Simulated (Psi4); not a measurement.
# AlNH4O2 (SMILES [NH2][Al]([OH])[OH]): entropy by statistical mechanics

A singlet with charge 0, relaxed at BP86/def2-SVP (density fitting) (Psi4 1.11):

```xyz
8

N    -0.4578    1.3925    0.1607
Al    0.0240   -0.3097   -0.0158
O     1.5885   -0.8259   -0.5071
O    -1.1600   -1.5052    0.3302
H     0.1293    2.2115   -0.0072
H    -1.3928    1.6852    0.4542
H     2.3180   -0.2250   -0.7225
H    -0.9419   -2.4471    0.2475
```

Harmonic wavenumbers in cm⁻¹: 176, 197, 252, 260, 280, 307, 336, 538, 606, 642, 682, 895, 917, 1477, 3503, 3592, 3808, 3817.

Masses in u: N 14.007, Al 26.982, O 15.999, H 1.008. Take T = 298.15 K, p = 1 bar, R = 8.3145 J/(mol K), kT/hc = 207.22 cm⁻¹, rigid rotor and harmonic oscillator.

**Question.** Work out S° at 298 K.

**Answer.** 
1. Translation (Sackur–Tetrode): S = R[3/2 ln M + 5/2 ln T − 1.1517] with M = 77.019 gives 163.0 J/(mol K).
2. Rotation: principal moments 78.536, 84.318, 162.854 u Å² give A, B, C = 0.2146, 0.1999, 0.1035 cm⁻¹; the symmetry number is σ = 1; q = (√π/σ)√((kT/hc)³/ABC) = 79347; S = R(ln q + 3/2) = 106.3.
3. Vibration: with u = ν̃/207.22, each mode gives R[u/(eᵘ − 1) − ln(1 − e⁻ᵘ)]; the sum is 58.8, most from 176 cm⁻¹ (9.9), 197 cm⁻¹ (9.0), 252 cm⁻¹ (7.2).
4. Spin: R ln 1 = 0.0.
5. Sum: 163.0 + 106.3 + 58.8 + 0.0 = 328.1 J/(mol K).

No measured value is set beside it here. Where a soft mode is a torsion, a harmonic oscillator describes it poorly.
